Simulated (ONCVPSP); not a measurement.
**selenium: one change to an ONCV potential, before and after**

* Element: selenium (Se)
* Generator: ONCVPSP 4.0.1
* Type: optimised norm-conserving Vanderbilt (ONCV)
* Functional: PBE
* Relativity: scalar-relativistic
* Frozen core: [Ar] 3d10
* Valence charge: 6
* Reference configuration: 4s2 4p4
* Partial waves: 4s: rc 1.40 bohr, ncon 4, nbas 8, qcut 4.3 1/bohr, 2 projectors, debl 2 Ha; 4p: rc 1.40 bohr, ncon 4, nbas 9, qcut 5.7 1/bohr, local
* Local potential: the p channel
* Core correction: none

Change: all radii scaled by about 1.30 (s 1.82, p 1.82 bohr).

Cutoffs: the cutoffs (Ha) at which the residual kinetic energy of the hardest occupied pseudo-wave falls to 1 and 0.1 mHa per electron; they do not see the model core or the augmentation charge, which bear on the density cutoff. Errors are all-electron minus pseudo energies relative to the spin-unpolarised reference configuration.

Q: Predict the effect on cutoff, ghosts and configuration errors.

A: The potential gets softer (17 Ha and 61 Ha → 10 Ha and 44 Ha); of the 4 tests that both files solve, the error grows in 0 and shrinks in 1 by more than 15 % and 0.3 meV (median size 11.4 → 10.3 meV); neither file shows a bound ghost. A larger radius leaves more room for a smooth pseudo-wave, so fewer plane waves are needed.

```tsv
quantity	base	changed
cutoff, loose	17 Ha	10 Ha
cutoff, tight	61 Ha	44 Ha
loose cutoff by channel	s 17 Ha, p 10 Ha	s 9.6 Ha, p 10 Ha
bound ghosts	none	none
GHOST(+) flags under 300 eV	s at 178.5 eV	none
error for 4s2 4p3, meV [ΔE 10.85 eV]	-3.6	-3.5
error for 4s2 4p2, meV [ΔE 31.19 eV]	-19	-17
error for 4s2 4p1, meV [ΔE 62.06 eV]	-55	-45
error for 4s2 4p3.5, meV [ΔE 4.31 eV]	-1.0	-1.0
```
